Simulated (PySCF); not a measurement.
Shifts of the heteroatoms

Geometry:
| atom | x (Å) | y (Å) | z (Å) |
| --- | --- | --- | --- |
| C1 | -3.571 | -0.466 | -0.463 |
| C2 | -2.306 | -0.878 | -0.450 |
| C3 | -1.142 | -0.064 | -0.124 |
| P4 | -1.425 | 1.611 | 0.305 |
| C5 | 0.131 | 2.281 | 0.635 |
| P6 | 1.763 | 1.705 | 0.615 |
| C7 | 1.689 | 0.033 | 0.142 |
| Si8 | 3.375 | -0.853 | 0.079 |
| P9 | 0.344 | -0.990 | -0.248 |
| H10 | -3.837 | 0.551 | -0.222 |
| H11 | -4.378 | -1.131 | -0.716 |
| H12 | -2.081 | -1.911 | -0.701 |
| H13 | 0.066 | 3.330 | 0.920 |
| H14 | 3.265 | -1.992 | -0.833 |
| H15 | 3.712 | -1.320 | 1.428 |
| H16 | 4.387 | 0.101 | -0.378 |

Single conformer, relativity neglected, isolated molecule, rapidly exchanging positions averaged. σ from GIAO-PBE0/pcSseg-1; GFN2-xTB structure; PySCF 2.14.0 with density-fitted response routines.

Task: What are the ³¹P shifts?

Result: 
```
atoms                                     environment  σ (ppm)  δ (ppm)
   P9  phosphorus bonded to 2 C, in a 6-membered ring     21.4    252.4
   P6  phosphorus bonded to 2 C, in a 6-membered ring     28.3    246.6
   P4  phosphorus bonded to 2 C, in a 6-membered ring     70.1    212.0
```

Shieldings were converted by a linear fit to measured shifts: ³¹P: δ = 270.09 − 0.828σ (rms 18.1 ppm, 64 shifts vs H3PO4, solution or neat liquid). A few per cent of atoms miss by over 2 rms, more outside the fitted compound classes.

On a 400 MHz spectrometer ³¹P resonates near 161.9 MHz, so 1 ppm is 161.9 Hz.

Task: Where does ²⁹Si resonate?

Result: 
| atoms | environment | σ (ppm) | δ (ppm) |
| --- | --- | --- | --- |
| Si8 | silicon bonded to C, 3 H | 411.1 | -57.9 |

Shieldings were converted by a linear fit to measured shifts: ²⁹Si: δ = 279.94 − 0.822σ (rms 8.9 ppm, 72 shifts, 25.8 ppm with the 6 outliers that the fit left out vs TMS, solution or neat liquid). A few per cent of atoms miss by over 2 rms, more outside the fitted compound classes.

On a 300 MHz spectrometer ²⁹Si resonates near 59.6 MHz, so 1 ppm is 59.6 Hz.
